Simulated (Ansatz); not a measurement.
A search over several starts for the lowest SCF solution of Ge₂O₄⁺ at the given spin, in a small basis.

```yaml
crystal:
  periodic: [false, false, false]
  atoms:
    - {symbol: Ge, position_ang: [0.532713, -1.821600, -0.240453]}
    - {symbol: Ge, position_ang: [-0.520625, 1.822326, -0.262816]}
    - {symbol: O, position_ang: [1.487523, -0.181962, -0.104838]}
    - {symbol: O, position_ang: [1.080539, 1.011855, 0.422525]}
    - {symbol: O, position_ang: [-1.100244, -1.012318, 0.366270]}
    - {symbol: O, position_ang: [-1.479907, 0.181698, -0.180688]}
basis:
  gaussian: {orbitals: def2-SVP, initial_orbitals: start.molden}
total_charge: 1
magnetization: {spin_polarized: true, initial_magnetization: 1}
hamiltonian: {xc: pbe, dispersion: d4}
output: {orbitals: {seedname: orbitals}}
```

The file start.molden holds the orbitals of an earlier run on this structure, at another level or in another basis.

```sh
$ ansatz run in.yaml --threads 4 --pin off --events-out ev --progress --plain --max-ram 4787MiB
```

It prints (some lines left out):

```
Functional definition: PBE
1274 factors; their error is unknown
mean field evaluation 1: about -121107.8726 eV, gradient 9.5e1 eV
mean field evaluation 2: about -121130.5557 eV, gradient 3.6e1 eV
mean field evaluation 4: about -121164.5244 eV, gradient 1.0e1 eV
mean field evaluation 8: about -121166.8318 eV, gradient 8.1e0 eV
mean field evaluation 16: about -121167.3694 eV, gradient 2.2e-5 eV
mean field evaluation 32: about -121167.3694 eV, gradient 2.5e-3 eV
mean field -121167.36937791 eV, -4452.8186944455 hartree, gradient 2.2e-5 eV, S^2 0.758631; 6 other end points of the search recorded, 0 dependent functions left out
reference -121167.36941218 eV, -4452.8186957048 hartree; 48, 47 occupied and 72, 73 virtual orbitals, 1274 factors
Total energy: -121167.58261281 eV, -4452.8265306835 hartree
```

It took 6 s on 4 threads of Arm Neoverse V2 on a shared host.

The structure holds 2 bonds between oxygen atoms, so isomers without such links may lie far lower. Another isomer (doublet) lies 1.42 eV lower at PBE0-D4/def2-TZVP; other spin states weren't run for this one.
